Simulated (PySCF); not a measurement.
## Computed properties of C5H5Cl, SMILES C#CC/C=C/Cl

C5H5Cl, SMILES C#CC/C=C/Cl. Geometry: B3LYP-D3(BJ)/def2-SVP. The structure was generated by enumeration; whether it is a known compound was not checked. The values are those of a single conformer. All values are computed for the isolated molecule unless a solvent is named; none is compared with measurement here.

**Structure.** All 27 harmonic modes at B3LYP-D3(BJ)/def2-SVP (PySCF) are real, so it is a minimum. With heavy atoms numbered as in [CH:1]#[C:2][CH2:3]/[CH:4]=[CH:5]/[Cl:6], the shortest bond between them is C1–C2 at 1.211 Å and the longest C5–Cl6 at 1.739 Å.

**Vibrations.** The strongest infrared lines (harmonic, unscaled, degenerate partners summed) lie at 3471 cm⁻¹ (74 km/mol, H 86 %, C 14 %), 820 cm⁻¹ (42 km/mol, C 66 %, H 23 %, Cl 11 %), 693 cm⁻¹ (39 km/mol, H 78 %, C 22 %). The softest mode is at 70 cm⁻¹ and the zero-point energy is 50.5 kcal/mol.

**Electronic structure.** B3LYP/def2-TZVP (PySCF) places the frontier levels at -7.17 and -0.58 eV, a gap of 6.59 eV, and gives a dipole moment of 1.40 D and a mean polarisability of 71.3 bohr³. PBE/def2-TZVP (PySCF) at the same geometry gives -6.24 and -1.35 eV, so its gap is 1.70 eV narrower. An orbital gap is neither the optical nor the fundamental gap.

**Excitations.** TDA-B3LYP/def2-SVPD (PySCF) has S1 at 6.10 eV (203 nm, f = 0.007, weak); the most intense of the 10 singlets computed lies at 6.84 eV (f = 0.15). T1 (TDA) is at 4.12 eV, 1.98 eV under S1. TDA-PBE/def2-SVPD (PySCF) puts S1 at 5.36 eV. No vertical singlet excitation falls in the visible range (under 3.1 eV).

**NMR.** GIAO shifts at PBE0/pcSseg-1 (PySCF) (non-relativistic, atoms alike by connectivity averaged): ¹³C from 26.4 to 139.3 ppm against TMS; ¹H from 2.2 to 6.3 ppm against TMS. Without spin–orbit terms, shifts of atoms bonded to Cl or Br come out too high.

**Solvation.** SMD-PBE0/6-31G* (PySCF) gives -2.0 kcal/mol in water, -5.8 kcal/mol in ethylethanoate, -6.7 kcal/mol in chlorobenzene (1 M in both phases, gas-phase geometry); of these solvents chlorobenzene holds the molecule best.
